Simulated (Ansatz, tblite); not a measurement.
Removing an electron: GeCl2H2 (GeH2Cl2). Charge 0, multiplicity 1. Geometry: r2SCAN-D4/def2-TZVP. Ansatz, gas phase; energy differences of separate SCF runs; the oxidised species was run as a doublet alone.

```xyz
5

Ge    0.0817    0.0028    0.1574
Cl   -1.1909    1.5369   -0.6264
Cl    0.1999   -1.5741   -1.2873
H    -0.5698   -0.5558    1.4198
H     1.4791    0.5902    0.3365
```

The xTB rows come from tblite. Correlated methods freeze 19 core orbitals; core or outer-core shells of Ge are correlated, in sets that lack core-valence functions.

**Question.** Estimate orbital energies and vertical ionisation energies at: GFN1-xTB; GFN2-xTB; HF/def2-TZVPP; PBE-D4/def2-TZVP; r2SCAN-D4/def2-TZVP; PBE0-D4/def2-TZVP; MP2/def2-TZVPP; CCSD/def2-TZVPP; CCSD(T)/def2-TZVPP.

**Answer.** 
```tsv
level	−HOMO (eV)	vertical IE (eV)	−LUMO (eV)	HOMO–LUMO gap (eV)	remarks
GFN1-xTB	12.59	15.24	5.37	7.22	–
GFN2-xTB	11.91	14.72	4.88	7.03	–
HF/def2-TZVPP	–	10.87	–	–	–
PBE-D4/def2-TZVP	7.63	10.65	1.69	5.94	–
r2SCAN-D4/def2-TZVP	8.00	10.91	1.39	6.61	–
PBE0-D4/def2-TZVP	9.02	11.16	0.71	8.31	–
MP2/def2-TZVPP	–	11.93	–	–	–
CCSD/def2-TZVPP	–	11.64	–	–	large T1 (+1 doublet)
CCSD(T)/def2-TZVPP	–	11.62	–	–	large T1 (+1 doublet)
```

 Raw xTB energy differences between charge states are shifted by several eV; the methods need an empirical correction for them.
